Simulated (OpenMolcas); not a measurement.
**V3+ in K2NaGaF6: curves along the breathing mode**

V3+ with its 6 nearest fluoride ions, on the Ga site of K2NaGaF6 (a = 8.246 Å, distance in the model lattice 1.938 Å). The rest of the host is ab initio model potentials to 7.6 Å, with orthogonalisation functions on the cations behind the ligands, and point charges beyond; the distance is set by hand and nothing relaxes. Ligand basis ANO-RCC-VDZP.

```
Program             : OpenMolcas 26.06
Method              : CASSCF
Basis               : ANO-RCC-VDZP [5s4p2d1f]
Scalar Hamiltonian  : DKH2, point nucleus
Active space        : 2 electrons in 5 orbitals (3d)
State averaging     : 2S+1 = 3 even, 10 roots; 2S+1 = 1 even, 15 roots
Spin-orbit coupling : RASSI with atomic mean-field integrals over the reference wave functions
```

Spin-free energies (labels of O, the rotations of Oh) in cm-1 above the lowest fitted minimum, as all ligands move together:

```csv
R (Å),3T1,1T2,1E,3T2,3T1(2),1A1,1T2(2)
1.817,5230,18870,19080,25680,38670,34610,41250
1.86,1210,14960,15200,19380,32500,30380,35090
1.903,10,13850,14140,16190,29450,28940,32040
1.946,1200,15130,15460,15670,29040,29860,31650
1.989,4460,18470,18840,17430,30930,32820,33550
2.031,9390,23460,23880,21100,34700,37440,37340
2.074,16060,30180,30640,26640,40350,43780,43010
```

Cubic fits give the following; the wavenumber is harmonic, with the mass of all moving ligands, small differences in it between states hang on the degree of the fit, a number in brackets counts states of one label, and the table is a selection of at most 14 states with clean curves.

```json
{"State": "3T1", "R0 (Å)": "1.903", "Breathing mode (cm-1)": "622", "Minimum (cm-1)": "0"}
{"State": "1T2", "R0 (Å)": "1.901", "Breathing mode (cm-1)": "622", "Minimum (cm-1)": "13840"}
{"State": "1E", "R0 (Å)": "1.901", "Breathing mode (cm-1)": "623", "Minimum (cm-1)": "14130"}
{"State": "3T2", "R0 (Å)": "1.934", "Breathing mode (cm-1)": "625", "Minimum (cm-1)": "15540"}
{"State": "3T1(2)", "R0 (Å)": "1.932", "Breathing mode (cm-1)": "627", "Minimum (cm-1)": "28870"}
{"State": "1A1", "R0 (Å)": "1.908", "Breathing mode (cm-1)": "614", "Minimum (cm-1)": "28920"}
{"State": "1T2(2)", "R0 (Å)": "1.932", "Breathing mode (cm-1)": "627", "Minimum (cm-1)": "31480"}
{"State": "3A2", "R0 (Å)": "1.963", "Breathing mode (cm-1)": "625", "Minimum (cm-1)": "31560"}
{"State": "1T1", "R0 (Å)": "1.933", "Breathing mode (cm-1)": "625", "Minimum (cm-1)": "34760"}
{"State": "1E(2)", "R0 (Å)": "1.963", "Breathing mode (cm-1)": "625", "Minimum (cm-1)": "47720"}
{"State": "1A1(2)", "R0 (Å)": "1.955", "Breathing mode (cm-1)": "635", "Minimum (cm-1)": "68610"}
```

The minimum of 3T2 is shifted by +0.0310 Å against 3T1 (from the unrounded fits). With M = 114.0 u for the moving shell, the Huang-Rhys factor in this mode is S = M ω ΔR² / 2ħ = 0.01483 × 114.0 × 622 × 0.0310² = 1.01. Only the first shell moves, against a rigid host.

An orbital triplet at a regular site is open to Jahn-Teller coupling, which can distort the site and quench the lowest spin-orbit gaps and is left out. Without dynamic correlation the repulsion within the d shell is too large (B by tens of per cent), so at a given field states of lower spin stand too high. Ligand-to-metal charge-transfer states are missing. With no ligand orbital active B as a rule stays too high, so bands that hang on it stand too high and its fall with covalency is understated. With metal d orbitals alone and no dynamic correlation 10Dq can be off by a tenth to a fifth, either way, in oxide and fluoride hosts. No measured value stands beside these numbers.
